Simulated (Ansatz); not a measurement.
C4H5, SMILES [CH]=CC=C, multiplicity 2.

Geometry: B3LYP-D3(BJ)/def2-SVP. The isomer is the one that the SMILES or the coordinates give; other isomers of the formula were not compared. The values are those of a single conformer.

Two levels are set side by side: PBE/def2-SVPD (Ansatz, a program for electronic structure) and PBE0/def2-SVPD (Ansatz). Energy differences of separate SCF runs at the same geometry; the states with an electron removed or added have multiplicity 3 and 1. Differences are taken from unrounded values.

```
quantity                         PBE0
-------------------------------  ----
vertical ionisation energy (eV)  8.96
```

Task: What does PBE give, and how far is it from PBE0? (Estimate from the structure and the level; the computed values follow.)

Result: 
```tsv
quantity	PBE	PBE minus PBE0
vertical ionisation energy (eV)	9.00	0.03
```

Here PBE gives about what the other level gives.
